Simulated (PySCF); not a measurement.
# Radial density of Ne (neon, neutral)

BHandHLYP, [Ne], closed-shell 1S. All numbers are calculated (PySCF 2.14, no relativity, point nucleus, in aug-cc-pVQZ).

```
r (bohr)  4πr²ρ (e/bohr)
 0.00241         0.04317
 0.00405          0.1180
 0.00682          0.3161
  0.0115          0.8147
  0.0193           1.973
  0.0324           4.296
  0.0546           7.849
  0.0918           10.74
   0.154           9.387
   0.260           5.569
   0.437           6.461
   0.735           7.707
    1.24           3.805
    2.08          0.6647
    3.50         0.03422
    5.88       0.0001593
```
